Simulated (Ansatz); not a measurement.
Ansatz results at the PBE0-D4/def2-TZVP geometry: HOMO energy (PBE0/def2-TZVPP) -7.62 eV; LUMO energy (B3LYP/def2-TZVPP) -0.45 eV; HOMO energy (PBE/def2-TZVPP) -6.45 eV.

Problem. Which molecule gave them?
A. `CC1=C(F)[SiH2]1`
B. `[GaH2][CH]1BO1`
C. `C#CC[SiH2]F`
D. `C[CH]1C[NH][GaH]1`

Solution. A. The others give `C[CH]1C[NH][GaH]1`: -6.37, -0.84, -5.18; `[GaH2][CH]1BO1`: -7.76, -1.96, -6.50; `C#CC[SiH2]F`: -7.73, -0.01, -6.54.

B3LYP here is the variant with VWN-RPA as its local correlation; programs differ in this.
